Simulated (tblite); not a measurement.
Species: C3H15NSSi3.
Cartesian coordinates in Å at the GFN2-xTB level; atoms count from 1:
```xyz
23
C3H15NSSi3 angstrom
C     -1.754    1.326    0.576
C     -0.725    0.275    0.159
Si    -0.164    0.598   -1.651
C     -1.377   -1.103    0.060
N     -1.981   -1.184   -1.264
Si     0.671    0.280    1.443
S      2.070   -1.319    1.095
Si     3.603   -0.470   -0.133
H     -2.594    1.353   -0.117
H     -1.305    2.317    0.590
H     -2.146    1.123    1.574
H      0.490   -0.566   -2.231
H     -1.254    1.115   -2.473
H      0.837    1.685   -1.571
H     -2.093   -1.278    0.878
H     -0.609   -1.878    0.118
H     -2.160   -2.142   -1.543
H     -2.861   -0.681   -1.286
H      1.400    1.546    1.450
H      0.181   -0.029    2.785
H      3.113   -0.332   -1.497
H      3.969    0.826    0.427
H      4.683   -1.437   -0.019
```

Calculated harmonic vibrations of the isolated species, GFN2-xTB (tblite), most abundant isotopes, no scaling. This tight-binding method is rough: wavenumbers can miss measured ones by several per cent, in bad cases by 10 to 20. Modes of hydrogen on silicon can be 10 to 20 % off. One conformer, not necessarily the lowest.

Harmonic wavenumbers (cm⁻¹): 33.3, 40.6, 84.4, 90.8, 124.3, 129.3, 158.4, 185.6, 238.4, 262.0, 279.3, 296.6, 330.8, 356.4, 403.1, 449.8, 491.4, 504.7, 534.2, 549.8, 564.8, 569.7, 599.6, 611.9, 714.4, 748.8, 757.2, 770.5, 772.8, 782.8, 822.9, 844.7, 851.7, 887.7, 931.1, 998.3, 1062.0, 1090.6, 1116.7, 1166.8, 1196.2, 1267.8, 1355.4, 1423.4, 1489.8, 1514.6, 1519.9, 1548.6, 2124.9, 2261.4, 2281.9, 2285.4, 2299.0, 2313.2, 2324.2, 2346.7, 2851.6, 2965.5, 2979.7, 3004.0, 3025.3, 3393.6, 3421.6.

A = 1480, B = 608.5, C = 559.7 MHz; mass 181.023 u (most abundant isotopes); point group C1, symmetry number 1.

What is the zero-point energy?

Half the sum of the wavenumbers: 36701 cm⁻¹ = 104.93 kcal/mol.

Give the ideal-gas entropy at 298.15 K and 1 bar in the rigid-rotor, harmonic-oscillator model (classical rotation).

Translation 41.51, rotation 30.83, vibration 46.81: S = 119.2 cal/(mol K).

And Cp and H(298.15 K) − H(0)?

Cp = 54.88 cal/(mol K), of which vibrations give 46.93 (their classical limit is 63 R = 125.2); H(298.15 K) − H(0) = 9.62 kcal/mol without the zero-point energy, 7.25 from vibrations.

Blend soft modes into free rotors: weight 1/[1 + (100 cm⁻¹/ν̃)⁴] for the oscillator and the rest for a rotor with moment μB/(μ + B), μ = h/(8π²ν), B = 10⁻⁴⁴ kg m². What vibrational entropy results?

42.59 cal/(mol K) in place of 46.81, which changes −T·S at 298.15 K by +1.26 kcal/mol.

How do the functions run with temperature in this model?

```csv
T (K),S (cal/(mol K)),Cp (cal/(mol K)),H − H(0) (kcal/mol),G − H(0) (kcal/mol),ln q(vib)
100,78.0,24.9,1.62,-6.19,3.09
200,100.2,40.8,4.90,-15.13,7.26
300,119.5,55.1,9.72,-26.13,11.40
500,153.0,76.1,22.99,-53.48,19.35
800,193.3,95.4,48.96,-105.66,30.11
1000,215.5,103.8,68.92,-146.59,36.52
```

q(vib) and H(0) count from the zero-point level.

Hindered rotation and anharmonicity are outside this model. Other conformers, if any are populated, would add a mixing term that is left out. The structure is chiral; the term R ln 2 for an equal mix with its mirror image is left out.
